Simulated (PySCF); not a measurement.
Working out the ionisation energy of Pb

Pb [Xe] 4f14 5d10 6s2 6p2 (3P) → Pb+ [Xe] 4f14 5d10 6s2 6p1 (2P). Computed with PySCF 2.14 in aug-cc-pVTZ-PP with one added diffuse shell each of d, f type with ECP60MDF (6s5p5d3f, 67 functions), with scalar relativity through the core potential. Frozen: 5s2 5p6 5d10. Energies in hartree (1 hartree = 27.21139 eV):

| part | Pb (lower) | Pb+ (upper) |
| --- | --- | --- |
| UHF | -191.835764 | -191.594418 |
| MP2 opposite-spin | -0.029811 | -0.025014 |
| MP2 same-spin | -0.007071 | -0.002126 |

Problem. What does Hartree-Fock give?

Solution. (-191.594418) − (-191.835764) = 0.241346 hartree = 6.567 eV.

Problem. What do MP2 and SCS-MP2 (6/5 opposite-spin, 1/3 same-spin) give?

Solution. The opposite-spin parts differ by 0.131 eV and the same-spin parts by 0.135 eV. MP2: 6.567 + (0.131) + (0.135) = 6.833 eV. SCS-MP2: 6.567 + 1.2 × (0.131) + (0.135)/3 = 6.769 eV.

Reference: 7.417 eV (measured; NIST Atomic Spectra Database, ionization energies), between the lowest levels; spin-orbit coupling is absent from the calculation.

What remains against the reference includes basis incompleteness, the frozen core and correlation beyond second order.
